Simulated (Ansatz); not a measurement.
Coupled-cluster run, C₄H₇AlO, SMILES `[AlH2][CH]1C=COC1`.

```yaml
crystal:
  periodic: [false, false, false]
  atoms:
    - {symbol: Al, position_ang: [-1.585632, -0.321166, -0.741038]}
    - {symbol: C, position_ang: [-0.307685, 0.887728, 0.153612]}
    - {symbol: C, position_ang: [0.610144, 0.279037, -0.880347]}
    - {symbol: C, position_ang: [1.223330, -0.771609, -0.301254]}
    - {symbol: O, position_ang: [0.995680, -0.886922, 1.014021]}
    - {symbol: C, position_ang: [0.308984, 0.327389, 1.428262]}
    - {symbol: H, position_ang: [-1.844879, -1.740031, -0.084313]}
    - {symbol: H, position_ang: [-2.228668, 0.138448, -2.117508]}
    - {symbol: H, position_ang: [-0.403208, 1.969299, 0.128191]}
    - {symbol: H, position_ang: [0.722226, 0.576367, -1.913306]}
    - {symbol: H, position_ang: [1.858548, -1.530692, -0.736983]}
    - {symbol: H, position_ang: [-0.396826, 0.041451, 2.207038]}
    - {symbol: H, position_ang: [1.068384, 0.996000, 1.858426]}
basis:
  gaussian: {orbitals: def2-TZVPP}
correlation: {method: ccsd_t}
```

```sh
$ ansatz run in.yaml --threads 4 --pin off --events-out ev --progress --plain --max-ram 10444MiB
```

The program prints (abridged):

```
Functional definition: HF
1766 factors; integrals over basis functions are off by at most 1.0e-3 eV
mean field evaluation 1: about -12849.2440 eV, gradient 3.8e1 eV
mean field evaluation 2: about -12849.6153 eV, gradient 3.8e1 eV
mean field evaluation 4: about -12853.5790 eV, gradient 5.0e0 eV
mean field evaluation 8: about -12853.6596 eV, gradient 2.5e-1 eV
mean field -12853.65986375 eV, -472.3632874694 hartree, gradient 2.4e-6 eV, S^2 0.000000; 0 other end points of the search recorded, 0 dependent functions left out
10 core orbitals not correlated: weight in the atoms' cores, before any rotation towards them, 1.000 or more for the frozen orbitals, at most 0.000 for the correlated occupied ones
reference -12853.65986375 eV, -472.3632874694 hartree; 16, 16 occupied and 269, 269 virtual orbitals, 1766 factors
second order -26.45089227 eV of doubles, -0.00000000 eV of singles
cycle   1  -26.63249489 eV  change   -1.8e-1 eV  update   1.2e-1
cycle   2  -27.34623662 eV  change   -7.1e-1 eV  update   3.8e-2
cycle   3  -27.51925068 eV  change   -1.7e-1 eV  update   2.0e-2
cycle   4  -27.50631008 eV  change    1.3e-2 eV  update   5.4e-3
cycle   5  -27.50380402 eV  change    2.5e-3 eV  update   2.8e-3
cycle   6  -27.50520251 eV  change   -1.4e-3 eV  update   9.4e-4
cycle   7  -27.50477164 eV  change    4.3e-4 eV  update   4.1e-4
cycle   8  -27.50456689 eV  change    2.0e-4 eV  update   1.6e-4
cycle   9  -27.50462935 eV  change   -6.2e-5 eV  update   7.6e-5
cycle  10  -27.50464259 eV  change   -1.3e-5 eV  update   3.2e-5
perturbative correction -1.25585392 eV, -0.0461517802 hartree
Total energy: -12882.42036026 eV, -473.4202162216 hartree
```

Run time 14 min (4 threads of an Arm Neoverse V1 on a shared host); peak host memory 3.8 GiB.

MP2 recovers 92.0 % of the CCSD(T) correlation energy and the triples give 4.4 %; T1 = 0.0135.
